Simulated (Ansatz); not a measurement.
Born–Oppenheimer molecular dynamics of C$_{2}$H$_{8}$BN (12 atoms, charge 0, multiplicity 1). It starts from a relaxed structure.

Level of theory: RKS CAM-B3LYP-D4/6-31G in Ansatz.

```yaml
ensemble: NVT, Nosé–Hoover chain
time_step: 0.5 fs
steps_asked: 250
set_temperature: 2000 K
thermostat: time constant 100 fs, chain length 5
seed: 161865
```

First frame:

```xyz
12
Properties=species:S:1:pos:R:3
B 0.001 -0.012 0.038
N 0.010 -0.113 1.438
H -0.829 -0.248 1.981
H 0.857 -0.055 1.984
C 1.362 0.192 -0.739
H 1.541 -0.646 -1.426
H 1.320 1.094 -1.365
H 2.236 0.279 -0.084
C -1.370 -0.108 -0.743
H -2.237 -0.275 -0.093
H -1.552 0.813 -1.314
H -1.340 -0.922 -1.480
```

**Question.** How far do the bonds stretch over the last three quarters of this one trajectory? (Pairs bonded in most of those frames.)

**Answer.** 
```json
{"bond": "B1–N2", "mean (Å)": "1.425", "spread (Å)": "0.048", "shortest": "1.34", "longest": "1.51"}
{"bond": "B1–C5", "mean (Å)": "1.593", "spread (Å)": "0.067", "shortest": "1.45", "longest": "1.72"}
{"bond": "B1–C9", "mean (Å)": "1.594", "spread (Å)": "0.038", "shortest": "1.53", "longest": "1.66"}
{"bond": "N2–H3", "mean (Å)": "1.019", "spread (Å)": "0.040", "shortest": "0.93", "longest": "1.11"}
{"bond": "N2–H4", "mean (Å)": "1.024", "spread (Å)": "0.052", "shortest": "0.93", "longest": "1.11"}
{"bond": "C5–H6", "mean (Å)": "1.123", "spread (Å)": "0.082", "shortest": "0.99", "longest": "1.25"}
{"bond": "C5–H7", "mean (Å)": "1.106", "spread (Å)": "0.034", "shortest": "1.05", "longest": "1.16"}
{"bond": "C5–H8", "mean (Å)": "1.112", "spread (Å)": "0.059", "shortest": "1.00", "longest": "1.21"}
{"bond": "C9–H10", "mean (Å)": "1.115", "spread (Å)": "0.025", "shortest": "1.07", "longest": "1.17"}
{"bond": "C9–H11", "mean (Å)": "1.112", "spread (Å)": "0.044", "shortest": "1.03", "longest": "1.19"}
{"bond": "C9–H12", "mean (Å)": "1.113", "spread (Å)": "0.043", "shortest": "1.04", "longest": "1.19"}
```

Mean temperature of the second half: 1446 K. The conserved energy stayed within 1.6 meV per atom of its start (net change 1.4 meV per atom), so the integration is sound. The mean temperature of the second half is 28 % below the set value. A run of 0.12 ps of so small a system gives no equilibrium averages. Limits of this set-up: no polarisation functions.

Run time: 8.7 min on 1 thread of Arm Neoverse V2, with other jobs on the host, peak memory 0.12 GiB.
